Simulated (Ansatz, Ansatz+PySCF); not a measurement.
```yaml
atoms:
  - { symbol: C, position_ang: [-0.6198, 0.5930, 0.5749] }
  - { symbol: S, position_ang: [0.3407, -0.3125, -0.3181] }
  - { symbol: H, position_ang: [-0.8046, 1.6422, 0.3544] }
  - { symbol: H, position_ang: [-1.1400, 0.2040, 1.4473] }
```

Basis set: def2-SVP (spherical functions). Left uncorrelated: 6 orbitals. Charge 0, multiplicity 3.

Computed with Ansatz (development build ahead of 0.2.0); each method stands on the lowest determinant of its kind that the runs found.

Give the atomization energy at this shape (free ground-state atoms in the same class of orbitals less the molecule, no zero-point energy) of triplet CH2S by UHF-MP2, UHF.

```csv
method,atomization energy
UHF-MP2,11.24 eV
UHF,8.63 eV
```

Caution: another spin multiplicity may lie lower.
